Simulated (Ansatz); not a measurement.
Reaction (SMILES): I (HI) -> I (HI) as doublet, charge +1 + e-
Geometries: B3LYP-D3(BJ)/def2-TZVP minima from Ansatz (an electronic-structure program). A spin state is the lowest found, not a proven ground state.

Quantity: adiabatic ionisation energy (electronic energy difference), in eV. Correlated levels leave the core frozen unless marked. Open shells are spin-unrestricted. Spin-orbit coupling is left out. Frozen are the shells of the preceding noble gas and the d and f shells that filled before the atom's block. Past Kr the def2 sets carry scalar-relativistic core potentials. STO-3G rows are all-electron and non-relativistic. CBS(X,Y): correlation extrapolated as X^-3; Hartree-Fock from the larger set.

```csv
level,program,adiabatic ionisation energy (eV)
revPBE/def2-TZVPD,Ansatz,10.45
PBE0/def2-SVP,Ansatz,[?]
wB97X-V/def2-TZVPD,Ansatz,10.59
CCSD/STO-3G,Ansatz,7.79
CCSD/def2-QZVPPD,Ansatz,[?]
"CCSD(T)/CBS(def2-TZVPPD,def2-QZVPPD)",Ansatz,10.68
```

Question: What belongs in the gaps?

Answer: 
- PBE0/def2-SVP, adiabatic ionisation energy (eV): 10.57
- CCSD/def2-QZVPPD, adiabatic ionisation energy (eV): 10.51
